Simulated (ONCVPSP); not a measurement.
# revPBE ONCV dataset for silicon (Si), non-relativistic all-electron reference.

The input file (ONCVPSP 4.0.1):

```
# ATOM AND REFERENCE CONFIGURATION
# atsym  z   nc   nv     iexc    psfile
  Si 14.00    3    2  -102130      upf
#
#   n    l    f
    1    0    2.00
    2    0    2.00
    2    1    6.00
    3    0    2.00
    3    1    0.50
#
# PSEUDOPOTENTIAL AND OPTIMIZATION
# lmax
    2
#
#   l,   rc,      ep,       ncon, nbas, qcut
    0    1.45    0.00    4    7    5.70
    1    1.85    0.00    3    6    4.30
    2    1.95    0.19    4    9    4.10
#
# LOCAL POTENTIAL
# lloc, lpopt,  rc(5),   dvloc0
    4    5    1.00    1.00
#
# VANDERBILT-KLEINMAN-BYLANDER PROJECTORs
# l, nproj, debl
    0    2    1.50
    1    2    2.20
    2    2    3.40
#
# MODEL CORE CHARGE
# icmod, fcfact, rcfact
    3    5.25    1.10
#
# LOG DERIVATIVE ANALYSIS
# epsh1, epsh2, depsh
   -2.00    5.00    0.02
#
# OUTPUT GRID
# rlmax, drl
    6.00    0.01
#
# TEST CONFIGURATIONS
# ncnf
    4
# nvcnf
#   n    l    f
    2
    3    0    2.00
    3    1    2.00
#
    2
    3    0    2.00
    3    1    1.00
#
    2
    3    0    2.00
    3    1    0.00
#
    2
    3    0    0.00
    3    1    4.00
#
```

Command:

```bash
oncvpspnr.x < Si.dat > Si.out
```

Resulting log (shortened: citation, most of the input echo, consistency checks and plot data are left out):

```
ONCVPSP  (Optimized Norm-Conservinng Vanderbilt PSeudopotential)
scalar-relativistic version 4.0.1

#   n    l    f        energy (Ha)
    1    0    2.00    -6.6041340E+01
    2    0    2.00    -5.6628167E+00
    2    1    6.00    -4.0690383E+00
    3    0    2.00    -8.6612834E-01
    3    1    0.50    -5.8567273E-01

Reference configufation results
  iterations    26
  all-electron total energy (Ha)   -2.88756284D+02

Begin loop to  construct optimized pseudo wave functions
and semi-local pseudopoentials for all angular momenta

   Wellstate for l =  0  n =  5
     eigenvalue =   0.6339
     asymptotic potential =   1.1339
     half-point radius =  5.0374

Calculating optimized projector #   1

 for l=   0

    Fraction of norm inside rc  0.219050
    Optimizing pswf for qcut=   5.69 a_B^-1,  ecut=  16.17 Ha
    Residual kinetic energy error=  3.26D-04 Ha

    Energy error per electron        Cutoff
         Ha          eV             Ha
         0.01000     0.27211        5.04
         0.00100     0.02721        8.01
         0.00010     0.00272       46.14
         0.00001     0.00027       60.81

Calculating optimized projector #   2

 for l=   0

    Fraction of norm inside rc  0.069171
    Optimizing pswf for qcut=   5.69 a_B^-1,  ecut=  16.17 Ha
    Residual kinetic energy error=  3.77D-04 Ha

    Energy error per electron        Cutoff
         Ha          eV             Ha
         0.01000     0.27211        7.74
         0.00100     0.02721       13.08
         0.00010     0.00272       38.88
         0.00001     0.00027       80.31

   Wellstate for l =  1  n =  5
     eigenvalue =   1.6143
     asymptotic potential =   2.1143
     half-point radius =  3.7479

Calculating optimized projector #   1

 for l=   1

    Fraction of norm inside rc  0.319386
    Optimizing pswf for qcut=   4.29 a_B^-1,  ecut=   9.21 Ha
    Residual kinetic energy error=  5.01D-05 Ha

    Energy error per electron        Cutoff
         Ha          eV             Ha
         0.01000     0.27211        2.34
         0.00100     0.02721        3.84
         0.00010     0.00272        8.32
         0.00001     0.00027       21.56

Calculating optimized projector #   2

 for l=   1

    Fraction of norm inside rc  0.108025
    Optimizing pswf for qcut=   4.29 a_B^-1,  ecut=   9.21 Ha
    Residual kinetic energy error=  3.94D-04 Ha

    Energy error per electron        Cutoff
         Ha          eV             Ha
         0.01000     0.27211        4.47
         0.00100     0.02721        8.06
         0.00010     0.00272       11.89
         0.00001     0.00027       41.08

WARNING wellstate: moderately localized bound state found for n= 3 l=  2
WARNING scattering state with energy  0.05000000
WARNING will be used for the first projector

   Wellstate for l =  2  n =  4
     eigenvalue =   0.0500
     asymptotic potential =   0.5500
     half-point radius =  8.1333

   Wellstate for l =  2  n =  6
     eigenvalue =   3.4500
     asymptotic potential =   3.9500
     half-point radius =  3.7744

Calculating optimized projector #   1

 for l=   2

    Fraction of norm inside rc  0.138157
    Optimizing pswf for qcut=   4.11 a_B^-1,  ecut=   8.45 Ha
    Residual kinetic energy error=  2.47D-03 Ha

    Energy error per electron        Cutoff
         Ha          eV             Ha
         0.01000     0.27211        6.14
         0.00100     0.02721       11.51
         0.00010     0.00272       70.95
         0.00001     0.00027       83.26

Calculating optimized projector #   2

 for l=   2

    Fraction of norm inside rc  0.124576
    Optimizing pswf for qcut=   4.11 a_B^-1,  ecut=   8.45 Ha
    Residual kinetic energy error=  1.93D-01 Ha

    Energy error per electron        Cutoff
         Ha          eV             Ha
         0.01000     0.27211       16.31
         0.00100     0.02721       81.43
         0.00010     0.00272      101.32
         0.00001     0.00027      121.94

Construct Vanderbilt / Kleinmman-Bylander projectors

B matrix Hermiticity error, ll=   0
   1   2    1.4547E-08

  Orthonormal projector coefficients -7.9211E+00  3.6099E+00

B matrix Hermiticity error, ll=   1
   1   2    9.8785E-09

  Orthonormal projector coefficients  3.5919E+00  3.5249E-01

B matrix Hermiticity error, ll=   2
   1   2   -4.2836E-08

  Orthonormal projector coefficients -6.1976E+00 -4.5181E+00

Model core correction analysis
  based on d2Exc/dn_idn_j

d2excae - all-electron derivatives

   -5.149462D-02   -4.545229D-02
   -4.544972D-02   -4.478147D-02

d2excps - pseudofunction derivatives with no core correction

   -5.286561D-02   -4.581363D-02
   -4.581615D-02   -4.450083D-02

rms 2nd derivative error    7.455239E-04

rmatch, rhocmatch    1.2126    0.6035

Teter function model core charge with specified parameters

d2excps - pseudofunction derivatives with core correction

   -5.238538D-02   -4.576078D-02
   -4.576649D-02   -4.462207D-02

rms 2nd derivative error    5.035844E-04

Pseudoatom total energy   -3.201890

Diagnostic tests using Vanderbilt-Kleinman-Bylander pseudopotentials
  1 or more projectors used as specified by nproj input data

   l    rcore       rmatch      e in        delta e   norm test  slope test

   0   1.4509745   1.4950292  -0.8661283  -0.0000000   1.0000000   1.0000001
run_diag: lschvkbbe ERROR   2   1   0  60  6.33871655E-01  5.20484489E-01
   0   1.4509745   1.4950292   0.6338717  -0.1133872   0.0613441   0.0708799

   1   1.8542871   1.9105873  -0.5856727   0.0000041   0.9999997   0.9998037
   1   1.8542871   1.9105873   1.6143273  -0.0000118   1.0000362   1.0000362

   2   1.9568557   2.0162701   0.0500000  -0.0000001   1.0000000   1.0000000
   2   1.9568557   2.0162701   3.4500000  -0.0000003   1.0000004   1.0000004

 Testing for bound ghosts
   n   l    E NL Schr. Eq   E Basis Diag.   E Cutoff

       0                       -5.138132     88.21  WARNING - GHOST(-)
   1   0       -0.866128       -0.850202     88.21

   2   1       -0.585669       -0.579286     44.41

   3   2       -0.256006       -0.221726    115.47

 Testing for highly-localized positive-energy ghosts
       l    <radius>/rc     E Basis Diag.   E Cutoff

Test configuration 0

   n   l     f        eae           eps        diff
   1   0  2.0000  -66.04133996
   2   0  2.0000   -5.66281672
   2   1  6.0000   -4.06903825
   3   0  2.0000   -0.86612834   -0.86612836   -1.66D-08
   3   1  0.5000   -0.58567273   -0.58566866    4.07D-06

    Total energies and differences
      AE_ref= -2.88756284D+02  AE_tst= -2.88756284D+02  dif=  0.00D+00
      PS_ref= -3.20189006D+00  PS_tst= -3.20189006D+00  dif=  8.88D-16
      PSP excitation error= -8.88D-16

Test configuration 1

   n   l     f        eae           eps        diff
   1   0  2.0000  -65.47197985
   2   0  2.0000   -5.10654496
   2   1  6.0000   -3.51170056
   3   0  2.0000   -0.39462691   -0.39440989    2.17D-04
   3   1  2.0000   -0.14956105   -0.14938203    1.79D-04

    Total energies and differences
      AE_ref= -2.88756284D+02  AE_tst= -2.89293456D+02  dif= -5.37D-01
      PS_ref= -3.20189006D+00  PS_tst= -3.73883871D+00  dif= -5.37D-01
      PSP excitation error= -2.24D-04

Test configuration 2

   n   l     f        eae           eps        diff
   1   0  2.0000  -65.82786474
   2   0  2.0000   -5.45575551
   2   1  6.0000   -3.86147880
   3   0  2.0000   -0.69667652   -0.69652443    1.52D-04
   3   1  1.0000   -0.42807499   -0.42793413    1.41D-04

    Total energies and differences
      AE_ref= -2.88756284D+02  AE_tst= -2.89009292D+02  dif= -2.53D-01
      PS_ref= -3.20189006D+00  PS_tst= -3.45485818D+00  dif= -2.53D-01
      PSP excitation error= -3.96D-05

Test configuration 3

   n   l     f        eae           eps        diff
   1   0  2.0000  -66.27636221
   2   0  2.0000   -5.88904429
   2   1  6.0000   -4.29592721
   3   0  2.0000   -1.04467815   -1.04486421   -1.86D-04

    Total energies and differences
      AE_ref= -2.88756284D+02  AE_tst= -2.88422072D+02  dif=  3.34D-01
      PS_ref= -3.20189006D+00  PS_tst= -2.86763333D+00  dif=  3.34D-01
      PSP excitation error= -4.52D-05

Test configuration 4

   n   l     f        eae           eps        diff
   1   0  2.0000  -65.59344851
   2   0  2.0000   -5.22447338
   2   1  6.0000   -3.62886428
   3   1  4.0000   -0.19045906   -0.19024263    2.16D-04

    Total energies and differences
      AE_ref= -2.88756284D+02  AE_tst= -2.88792834D+02  dif= -3.65D-02
      PS_ref= -3.20189006D+00  PS_tst= -3.23806277D+00  dif= -3.62D-02
      PSP excitation error= -3.77D-04
```

oncvpspnr.x prints “scalar-relativistic version” in its banner although the run is non-relativistic.

Note: ghosts flagged at negative energy: s at -139.8 eV; no localised positive-energy state flagged. A true bound ghost makes a file unfit for plane-wave use.

The run took about 2.5 s on one core of a shared server CPU.
